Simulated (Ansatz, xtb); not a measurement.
C4H7BSSi: which of two isomers lies lower

Structure I is `Bc1csc([SiH3])c1`, a singlet and structure II is `Bc1sccc1[SiH3]`, a singlet. Both are isolated molecules in the gas phase, relaxed with B3LYP-D3(BJ)/def2-SVP; the shapes shown needn't be the lowest conformers.

I (Å):

```yaml
atoms:
  - { symbol: C, position_ang: [-0.4351, 1.9469, -1.4886] }
  - { symbol: C, position_ang: [0.8235, 2.2724, -0.9919] }
  - { symbol: C, position_ang: [0.3004, -0.1509, -0.6452] }
  - { symbol: C, position_ang: [-0.7058, 0.5466, -1.2738] }
  - { symbol: B, position_ang: [-1.3614, 2.9653, -2.1582] }
  - { symbol: S, position_ang: [1.6335, 0.9332, -0.2978] }
  - { symbol: Si, position_ang: [0.3210, -1.9668, -0.1948] }
  - { symbol: H, position_ang: [-1.0108, 4.1147, -2.2760] }
  - { symbol: H, position_ang: [-2.4448, 2.6296, -2.5721] }
  - { symbol: H, position_ang: [1.2990, 3.2532, -1.0118] }
  - { symbol: H, position_ang: [1.4632, -2.6664, -0.8506] }
  - { symbol: H, position_ang: [-0.9651, -2.5540, -0.6627] }
  - { symbol: H, position_ang: [0.4518, -2.1511, 1.2794] }
  - { symbol: H, position_ang: [-1.6403, 0.0768, -1.5878] }
```

II (Å):

```xyz
14

C    -0.3757    1.7092   -1.0712
C     2.1152    1.5034   -0.9828
C     1.4824    0.2729   -0.9899
C     0.0654    0.3764   -1.0400
B    -1.7921    2.2566   -1.1264
S     0.9982    2.7965   -1.0368
Si   -1.0904   -1.1125   -1.0616
H    -2.0012    3.4438   -1.1480
H    -2.7215    1.4868   -1.1490
H     3.1885    1.6909   -0.9481
H     2.0265   -0.6726   -0.9597
H    -0.2403   -2.3380   -1.0220
H    -1.9938   -1.1131    0.1226
H    -1.9170   -1.1379   -2.3004
```

Quicker runs give these differences E(II) − E(I): GFN2-xTB −8.33 kJ/mol; HF/STO-3G −2.62 kJ/mol (at GFN2-xTB geometries); r2SCAN-D4/def2-SVP −10.54 kJ/mol (at GFN2-xTB geometries).

Q: Estimate E(II) − E(I) at the level CCSD(T)/def2-SVP + ΔMP2/def2-TZVPP.

A: Too close to call at this level: CCSD(T)/def2-SVP + ΔMP2/def2-TZVPP gives E(II) − E(I) = −6.50 kJ/mol.

The same difference at several levels:

```json
{"level": "GFN2-xTB", "geometry": "GFN2-xTB", "E(II) − E(I) (kJ/mol)": "−8.33", "departure from the last row (kJ/mol)": "−1.83", "job, with rough time for the two": "optimisation, 0.83 s"}
{"level": "HF/STO-3G", "geometry": "GFN2-xTB", "E(II) − E(I) (kJ/mol)": "−2.62", "departure from the last row (kJ/mol)": "+3.88", "job, with rough time for the two": "single point, 6.7 s"}
{"level": "r2SCAN-D4/def2-SVP", "geometry": "GFN2-xTB", "E(II) − E(I) (kJ/mol)": "−10.54", "departure from the last row (kJ/mol)": "−4.04", "job, with rough time for the two": "single point, 20 s"}
{"level": "B3LYP-D3(BJ)/def2-SVP", "geometry": "B3LYP-D3(BJ)/def2-SVP", "E(II) − E(I) (kJ/mol)": "−8.48", "departure from the last row (kJ/mol)": "−1.98", "job, with rough time for the two": "optimisation, 3.1 min"}
{"level": "HF/def2-SVP", "geometry": "B3LYP-D3(BJ)/def2-SVP", "E(II) − E(I) (kJ/mol)": "+3.74", "departure from the last row (kJ/mol)": "+10.24", "job, with rough time for the two": "part of the CCSD(T) run"}
{"level": "MP2/def2-SVP", "geometry": "B3LYP-D3(BJ)/def2-SVP", "E(II) − E(I) (kJ/mol)": "−8.79", "departure from the last row (kJ/mol)": "−2.29", "job, with rough time for the two": "part of the CCSD(T) run"}
{"level": "CCSD(T)/def2-SVP", "geometry": "B3LYP-D3(BJ)/def2-SVP", "E(II) − E(I) (kJ/mol)": "−5.68", "departure from the last row (kJ/mol)": "+0.82", "job, with rough time for the two": "single point"}
{"level": "CCSD(T)/def2-SVP + ΔMP2/def2-TZVPP", "geometry": "B3LYP-D3(BJ)/def2-SVP", "E(II) − E(I) (kJ/mol)": "−6.50", "departure from the last row (kJ/mol)": "", "job, with rough time for the two": "single point, 3.4 min"}
```

As drawn, both hold the same kinds of bond in the same numbers.

HF/def2-SVP puts the two in the other order. The largest departure from CCSD(T)/def2-SVP + ΔMP2/def2-TZVPP is that of HF/def2-SVP, 10.24 kJ/mol. The last row adds to CCSD(T) the change of the MP2 difference between the two basis sets, here −0.82 kJ/mol.

With thermal terms from frequencies at re-optimised GFN2-xTB minima (ideal gas, soft modes damped towards free rotors, one conformer each, 298.15 K, 1 atm): the zero-point term adds +0.45 kJ/mol; ΔH is −6.60 and ΔG −4.81 kJ/mol.

The correlated steps freeze 15 core orbitals. Programs: Ansatz 0.2.0, xtb 6.7.1; the last row on 2 threads of Intel(R) Xeon(R) Processor @ 2.50GHz (Skylake/Cascade Lake) on a shared host.
